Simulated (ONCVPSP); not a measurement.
## Bi (Z = 83): excitation energies, all-electron against ONCV

* Element: bismuth
* Generator: ONCVPSP 4.0.1
* Type: optimised norm-conserving Vanderbilt (ONCV)
* Functional: PBE
* Relativity: scalar-relativistic
* Frozen core: [Xe] 4f14
* Valence charge: 15
* Reference configuration: 5d10 6s2 6p3
* Partial waves: 6s: rc 1.95 bohr, ncon 4, nbas 8, qcut 3.1 1/bohr, 2 projectors, debl 2.6 Ha; 6p: rc 2.60 bohr, ncon 4, nbas 9, qcut 3.3 1/bohr, 2 projectors, debl 1.9 Ha; 5d: rc 1.55 bohr, ncon 4, nbas 9, qcut 12 1/bohr, 1 projector
* Local potential: polynomial inside 1.20 bohr (lpopt 5, dvloc0 6 Ha)
* Core correction: none

Energies are relative to the spin-unpolarised reference configuration 5d10 6s2 6p3; without spin polarisation the order of configurations can differ from experiment.

```csv
valence configuration,charge,ΔE all-electron (eV),error AE − PS (meV)
5d10 6s2 6p2,+1,7.913,-4.2
5d10 6s2 6p1,+2,23.161,-15
5d10 6s2 6p2.5,+0.5,3.097,-1.5
```

Q: What are ΔE and the potential's error for 5d10 6s2 6p0?

A: ΔE = 46.503 eV all-electron; the error (AE − PS) is -38 meV.

Note: ghosts flagged at negative energy: s at -48.1 eV; GHOST(+) flagged for p at 39.3 eV. A true bound ghost makes a file unfit for plane-wave use.
